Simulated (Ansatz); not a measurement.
CH8O2Si2 can be A, `OC([SiH3])O[SiH3]`, or B, `C[SiH2][SiH](O)O`.

Isolated molecules relaxed with PBE0-D4/def2-TZVP in Ansatz; ΔE leaves out vibrations. CBS: MP2 limit from def2 TZ/QZ plus the TZ coupled-cluster correction, frozen cores. Functionals use def2-TZVPP. B3LYP here is the variant with VWN-RPA as its local correlation; programs differ in this. Each species was taken in one conformer, which may not be the lowest.

Task: Which is lower in electronic energy at CCSD(T)/CBS, and by how much? (Best estimate.)

Result: The calculation gave: B, by 64.8 kcal/mol.

Task: Give E(B) − E(A) in kcal/mol with B3LYP, CCSD(T)/def2-TZVPP, B3LYP-D4, CCSD/def2-TZVPP, PBE0-D4, PBE-D4, ωB97M-V. (Estimate.)

Result: Computed: B3LYP -62.2, CCSD(T)/def2-TZVPP -62.8, B3LYP-D4 -61.9, CCSD/def2-TZVPP -63.1, PBE0-D4 -64.3, PBE-D4 -62.8, ωB97M-V -62.2. None reverses the order clearly.

Largest T1 diagnostic: 0.013.

From PBE to PBE0 (25 % exact exchange), in def2-TZVPP and without D4, E(B) − E(A) moves by −1.5 kcal/mol. In def2-TZVPP, CCSD(T) changes the Hartree–Fock value by −1.9 kcal/mol (the triples alone add +0.3 kcal/mol) and MP2 by −4.4 kcal/mol.
